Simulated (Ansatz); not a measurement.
C2H5ClO2Si can be A, `O=CC[SiH](O)Cl`, or B, `CO[Si]1(Cl)CO1`.

Isolated molecules relaxed with PBE0-D4/def2-TZVP in Ansatz; ΔE leaves out vibrations. CBS: MP2 limit from def2 TZ/QZ plus the TZ coupled-cluster correction, frozen cores. DFT in def2-TZVPP. Each species was taken in one conformer, which may not be the lowest.

A:

Z-matrix (Å, degrees):
```
C
C 1 1.493
Si 1 1.867 2 112.3
H 1 1.094 2 110.0 3 118.9
H 1 1.094 2 110.9 3 -119.1
O 2 1.201 1 124.1 3 -94.7
H 2 1.110 1 115.3 3 83.9
O 3 1.632 1 105.6 2 -176.0
Cl 3 2.058 1 109.3 2 -56.7
H 3 1.478 1 112.6 2 61.0
H 8 0.959 3 118.8 1 179.8
```

B:

```xyz
11

C    -0.1503   -0.0808    2.1028
O    -0.2566   -0.4798    0.7516
Si    0.1266    0.2789   -0.6108
Cl    0.2329    2.2829   -0.2854
C    -0.1386   -0.4217   -2.2282
O     1.2484   -0.3463   -1.6138
H    -0.2102    1.0052    2.2063
H    -0.9714   -0.5385    2.6553
H     0.7977   -0.4294    2.5189
H    -0.4615   -1.4511   -2.3668
H    -0.2170    0.1807   -3.1299
```

Task: Which is lower in electronic energy at CCSD(T)/CBS, and by how much? (Best estimate.)

Result: Computed: A, by 18.4 kcal/mol.

Task: Give E(B) − E(A) in kcal/mol with B2PLYP, PBE-D4, PBE0-D4, ωB97M-V, r2SCAN-D4, CCSD(T)/def2-TZVPP, HF/def2-TZVPP. (Best estimate.)

Result: Computed: B2PLYP 18.9, PBE-D4 18.4, PBE0-D4 18.3, ωB97M-V 18.3, r2SCAN-D4 17.6, CCSD(T)/def2-TZVPP 18.9, HF/def2-TZVPP 23.0. None reverses the order clearly.

Largest T1 diagnostic: 0.013.

In def2-TZVPP, CCSD(T) changes the Hartree–Fock value by −4.1 kcal/mol (the triples alone add −0.2 kcal/mol) and MP2 by −4.4 kcal/mol.
